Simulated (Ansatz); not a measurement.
InSn6⁺. The state is a singlet with charge 1. Geometry B3LYP-D4/def2-SVP, basis def2-TZVP, Ansatz.

| atom | x (Å) | y (Å) | z (Å) |
| --- | --- | --- | --- |
| In1 | 1.307 | 3.403 | -1.062 |
| Sn2 | -2.294 | -0.041 | 0.441 |
| Sn3 | 0.718 | -0.688 | 2.114 |
| Sn4 | -0.353 | 1.960 | 1.394 |
| Sn5 | -0.696 | -2.503 | 0.286 |
| Sn6 | 0.566 | 0.201 | -0.945 |
| Sn7 | 0.751 | -2.332 | -2.228 |

```json
{"run": "A", "HOMO (eV)": "-10.73", "LUMO (eV)": "-4.92"}
{"run": "B", "HOMO (eV)": "-8.94", "LUMO (eV)": "-6.40"}
{"run": "C", "HOMO (eV)": "-8.30", "LUMO (eV)": "-6.88"}
{"run": "D", "HOMO (eV)": "-8.50", "LUMO (eV)": "-6.92"}
```

In the def2 sets In, Sn take a core potential; there is no spin–orbit coupling. LC-ωPBE has ω = 0.4 bohr⁻¹. Another isomer (singlet) lies 0.49 eV lower at PBE0-D4/def2-TZVP; other spin states weren't run for this one.

Problem. The runs used LC-ωPBE, PBE, PBE0, r2SCAN. Estimate which is which.

Solution. A LC-ωPBE (range-separated); B PBE0 (25 % exact exchange); C PBE (0 % exact exchange); D r2SCAN (0 % exact exchange). Exact exchange lowers occupied and raises empty levels; among semilocal functionals meta-GGAs tend to open the gap a little, and such runs are hard to tell apart. The gap grows from 1.42 eV (PBE) to 5.81 eV (LC-ωPBE).
